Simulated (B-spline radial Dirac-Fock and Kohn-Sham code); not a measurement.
**X-ray form factors of neodymium in several charge states**

Level of theory: Dirac-Fock densities; a radial atomic solver.

Configurations: Nd¹⁶⁺ [Kr] 4d8; Nd¹⁷⁺ [Kr] 4d7; Nd¹⁸⁺ [Kr] 4d6; Nd²²⁺ [Kr] 4d2; Nd²³⁺ [Kr] 4d1; Nd²⁵⁺ [Ar] 3d10 4s2 4p5. The first column is f₀ of Nd¹⁶⁺, the others are differences from it.

```csv
s (Å⁻¹),Nd¹⁶⁺,Δ Nd¹⁷⁺,Δ Nd¹⁸⁺,Δ Nd²²⁺,Δ Nd²³⁺,Δ Nd²⁵⁺
0,44.000,-1.000,-2.000,-6.000,-7.000,-9.000
0.05,43.842,-0.989,-1.978,-5.939,-6.930,-8.914
0.1,43.375,-0.955,-1.912,-5.758,-6.724,-8.660
0.15,42.615,-0.901,-1.806,-5.467,-6.391,-8.251
0.2,41.592,-0.829,-1.667,-5.081,-5.950,-7.706
0.25,40.341,-0.745,-1.501,-4.619,-5.420,-7.051
0.3,38.905,-0.651,-1.317,-4.102,-4.827,-6.314
0.35,37.330,-0.553,-1.123,-3.554,-4.196,-5.527
0.4,35.663,-0.455,-0.929,-2.997,-3.553,-4.721
0.45,33.950,-0.361,-0.742,-2.451,-2.922,-3.924
0.5,32.231,-0.273,-0.567,-1.935,-2.322,-3.161
0.6,28.918,-0.128,-0.275,-1.042,-1.279,-1.816
0.7,25.935,-0.028,-0.070,-0.386,-0.502,-0.790
0.8,23.389,+0.028,+0.048,+0.028,-0.004,-0.108
0.9,21.292,+0.050,+0.097,+0.233,+0.251,+0.266
1,19.596,+0.049,+0.098,+0.283,+0.324,+0.401
1.1,18.218,+0.035,+0.073,+0.238,+0.281,+0.375
1.2,17.072,+0.018,+0.038,+0.147,+0.180,+0.261
1.4,15.178,-0.013,-0.024,-0.047,-0.047,-0.029
1.6,13.512,-0.028,-0.055,-0.165,-0.190,-0.232
```

Values without a named source are computed, but for edge energies of neutral atoms, which are taken from tables.
